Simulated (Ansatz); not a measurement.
Sn3O3⁻, relaxed as a doublet with UKS B3LYP-D4/def2-SVPD in Ansatz, starting from the GFN2-xTB geometry. Force threshold 0.02 eV/Å.

In the def2 sets Sn takes a core potential; there is no spin–orbit coupling. The relaxation made no stability test and no search for a lower SCF solution. The structure comes from a short search, and lower isomers may exist.

Start:

```csv
atom,x (Å),y (Å),z (Å)
Sn1,-1.190,1.225,0.607
Sn2,0.145,-1.178,1.859
Sn3,0.658,-0.072,-1.532
O4,1.110,-1.492,0.268
O5,0.684,1.586,-0.197
O6,-1.406,-0.070,-1.006
```

```json
{"step": "1", "energy (eV)": "-23641.9417", "largest force component (eV/Å)": "1.732", "SCF passes": "23"}
{"step": "2", "energy (eV)": "-23642.1140", "largest force component (eV/Å)": "0.477", "SCF passes": "33"}
{"step": "3", "energy (eV)": "-23642.1486", "largest force component (eV/Å)": "0.262", "SCF passes": "29"}
{"step": "4", "energy (eV)": "-23642.1637", "largest force component (eV/Å)": "0.087", "SCF passes": "32"}
{"step": "5", "energy (eV)": "-23642.1678", "largest force component (eV/Å)": "0.073", "SCF passes": "33"}
{"step": "6", "energy (eV)": "-23642.2329", "largest force component (eV/Å)": "0.462", "SCF passes": "36"}
{"step": "7", "energy (eV)": "-23642.4773", "largest force component (eV/Å)": "0.653", "SCF passes": "34"}
{"step": "8", "energy (eV)": "-23642.8033", "largest force component (eV/Å)": "0.639", "SCF passes": "30"}
{"step": "9", "energy (eV)": "-23642.8091", "largest force component (eV/Å)": "1.467", "SCF passes": "29"}
{"step": "10", "energy (eV)": "-23642.9314", "largest force component (eV/Å)": "0.114", "SCF passes": "32"}
{"step": "11", "energy (eV)": "-23642.9374", "largest force component (eV/Å)": "0.039", "SCF passes": "26"}
{"step": "12 (rejected)", "energy (eV)": "-23642.9374", "largest force component (eV/Å)": "0.059", "SCF passes": "26"}
{"step": "13", "energy (eV)": "-23642.9377", "largest force component (eV/Å)": "0.008", "SCF passes": "27"}
```

Force components are those of the run's own axes.

End:

```xyz
6

Sn   -1.097    1.578    0.618
Sn   -0.371   -1.462    1.340
Sn    0.779   -0.145   -1.392
O     1.323   -1.340    0.232
O     0.591    1.732   -0.496
O    -1.225   -0.363   -0.302
```

Bonds formed: Sn2–O6 (atoms count from 1). The end is the same structure that another start reached, the lowest one found.

No frequencies were taken in this run, so the end may be a saddle point.

It took 94 s on 4 threads of Intel Xeon Platinum 8259CL on a shared host, peak host memory 0.8 GiB.
